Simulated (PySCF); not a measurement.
Vertical excitations of a molecule C5H4F2O from PySCF with TDA-B3LYP/def2-SVPD, as energy in eV (oscillator strength): 4.68 (0.000), 5.36 (0.001), 6.09 (0.093), 6.19 (0.000), 6.55 (0.003), 6.62 (0.004). Lowest triplet (TDA): 4.30 eV. Geometry optimised at B3LYP-D3(BJ)/def2-SVP. Other conformers were not sampled.

Q: Which structure fits?
(A) C=C=CO/C(F)=C\F
(B) C#C[C@H]1OCC1(F)F
(C) C=C1OC(=C)C1(F)F
(D) Cc1c(F)coc1F

A: A, C=C=CO/C(F)=C\F
